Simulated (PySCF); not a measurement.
Carbon: a sound run and one with changed settings

Sound run: C⁺ [He] 2s2 2p1, C²⁺ [He] 2s2. All numbers are calculated (PySCF 2.14, no relativity, point nucleus, in def2-TZVP (5s3p2d1f, 31 functions)). In the sound run the correlated levels freeze 1s2. The sound run starts from symmetry-adapted Hartree-Fock orbitals and uses a fine grid where one is needed.

Changed run: initial guess atom, at most 50 SCF cycles.

| species | method | sound run (hartree) | changed run (hartree) | converged |
| --- | --- | --- | --- | --- |
| C⁺ | UHF | -37.29554 | -37.29554 | yes |
| C⁺ | r2SCAN | -37.40425 | -37.40425 | yes |
| C⁺ | CCSD(T) | -37.37057 | -37.37057 | yes |
| C²⁺ | MN15 | -36.49622 | -36.49622 | yes |
| C²⁺ | MP2 | -36.44981 | -36.44981 | yes |

Here the plain start reaches the same solutions.
